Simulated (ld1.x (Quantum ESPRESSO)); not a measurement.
# Pseudopotential generation for gallium: TM, revPBE, scalar-relativistic.

```json
{
 "Element": "gallium",
 "Generator": "ld1.x (Quantum ESPRESSO) 7.5",
 "Type": "norm-conserving Troullier–Martins (Kleinman–Bylander form)",
 "Functional": "revPBE",
 "Relativity": "scalar-relativistic",
 "Frozen core": "[Ar] 3d10",
 "Valence charge": "3",
 "Reference configuration": "4s1.75 4p1.25",
 "Partial waves": "4p (bound): rc 2.60 bohr; 4s (bound): rc 2.10 bohr",
 "Local potential": "the s channel",
 "Core correction": "Bessel-smoothed model core, default radius (core density twice the valence density)"
}
```

What the tests gave:

```
Cutoffs needed           : 12 Ry and 30 Ry (the cutoffs (Ry, on a coarse ladder) from which the occupation-weighted sum of valence levels, in a spherical-Bessel basis at the reference potential, stays within 10 and 1 mRy of its value at 400 Ry)
Ghost test               : no extra level below or beside the all-electron valence levels (p, s, d, f tested) (spherical-Bessel basis up to 400 Ry, 20 bohr box)
Largest excitation error : -162 meV (all-electron minus pseudo) for 4s1 4p0, out of 7 test configurations
```

Generation and tests took about 1.3 s on one core of a shared server CPU.
